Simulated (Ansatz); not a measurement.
CH8AlNSSi, SMILES `[SiH3]C[NH][AlH][SH]`. The species carries charge 0 and has multiplicity 1.

Cartesian coordinates in Å:
```
Si -0.0481 -2.0149 0.2303
C -0.7824 -0.2876 0.4469
N 0.2554 0.6908 0.7315
Al 0.8939 2.0254 -0.2390
S 0.0739 2.4596 -2.2198
H -1.1031 -3.0481 0.0307
H 0.8690 -2.0152 -0.9405
H 0.7360 -2.3585 1.4488
H -1.3030 -0.0151 -0.4770
H -1.5582 -0.2951 1.2236
H 0.6994 0.5145 1.6221
H 2.0641 2.9081 0.3374
H -0.7968 1.4363 -2.1951
```

Give the diagnostics of a CCSD(T)/def2-TZVPP run (frozen core, Ansatz). (Estimate.)

The calculation gave: T1 = 0.0119, largest single amplitude 0.021, largest double 0.019, (T) share of the correlation energy 3.9 %, 9 CCSD cycles. The RHF solution is stable towards an unrestricted one. T1 lies under the customary mark of 0.02 for closed shells.
